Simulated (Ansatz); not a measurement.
H5O2Si2 (`O[Si](O)[SiH3]`) radical. Charge 0, multiplicity 2.

Cartesian coordinates in Å:
```
O 1.6192 -1.1717 0.0805
Si 0.1519 -0.7342 -0.5571
O -0.9417 -1.7764 0.0951
Si -0.5410 1.4414 0.0562
H 2.4009 -0.8528 -0.3743
H -0.6471 -2.6773 0.2479
H 0.4791 2.3923 -0.4659
H -1.8394 1.7315 -0.6076
H -0.6819 1.6473 1.5253
```

Question: What are the harmonic wavenumbers in cm⁻¹ at PBE0-D4/def2-TZVP (Ansatz, finite differences of forces, unscaled)? (Estimate.)

Answer: Computed: 100, 127, 174, 184, 250, 326, 395, 496, 507, 782, 799, 846, 883, 922, 933, 938, 2199, 2216, 2229, 3897, 3914.

Question: Is this a minimum?

Answer: Yes, all 21 modes are real.

Question: Give the ideal-gas thermochemistry at 298.15 K and 1 bar (rigid rotor, harmonic oscillator; point group C1, symmetry number 1).

Answer: Zero-point energy 138.3 kJ/mol; H(298) − E = 160.5 kJ/mol; entropy 355.4 J/(mol·K), of which translation 165.4, rotation 110.8, vibration 73.5, electronic 5.8; G(298) − E = 54.5 kJ/mol. Modes under 100 cm⁻¹ are hindered rotations or soft bends, so the harmonic entropy is rough.
